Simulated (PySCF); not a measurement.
Radial density of Fe (iron, neutral)

UHF, [Ar] 3d6 4s2, high-spin 5D determinant. Computed with PySCF 2.14 in 6-31G* (5s4p2d1f, 34 functions), with the non-relativistic Hamiltonian (point nucleus).

| r (bohr) | 4πr²ρ (e/bohr) | 4πr²(ρα − ρβ) |
| --- | --- | --- |
| 0.00109 | 0.1646 | 0.0000 |
| 0.00183 | 0.4548 | 0.0000 |
| 0.00308 | 1.214 | 0.0000 |
| 0.00518 | 3.064 | 0.0001 |
| 0.00872 | 7.235 | 0.0003 |
| 0.0147 | 15.02 | 0.0006 |
| 0.0247 | 25.52 | 0.0011 |
| 0.0415 | 31.15 | 0.0016 |
| 0.0698 | 26.09 | 0.0043 |
| 0.117 | 26.70 | 0.0352 |
| 0.197 | 34.63 | 0.3097 |
| 0.332 | 18.21 | 1.4136 |
| 0.559 | 15.03 | 3.4345 |
| 0.939 | 13.27 | 3.2617 |
| 1.58 | 3.173 | 1.1431 |
| 2.66 | 0.9214 | 0.1667 |
| 4.47 | 0.2957 | -0.0266 |
| 7.52 | 0.01916 | -0.0056 |
| 12.6 | 1.016e-05 | 0.0000 |

(1) Where is the radial spin density 4πr²(ρα − ρβ) most negative, and why is it negative at all?

Results:

(1) Around r = 4.47 bohr, down to -0.0266 e/bohr: exchange with the open shell polarises the paired shells in an unrestricted calculation.
